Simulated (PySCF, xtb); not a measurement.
BiH3, SMILES [BiH3].

GFN2-xTB (xtb) at its own geometry gives an orbital gap of 8.32 eV and a dipole moment of 2.57 D.

Geometry optimised at B3LYP-D3(BJ)/def2-TZVPD. The def2 effective core potentials stand for the cores of Bi; spin–orbit coupling is left out.

Task: What does ωB97X/def2-TZVPD run with PySCF give? (The exact figures need the calculation; the answer reports its results.)

Result: gap 11.11 eV (levels -9.85 and 1.25 eV), dipole 1.19 D.
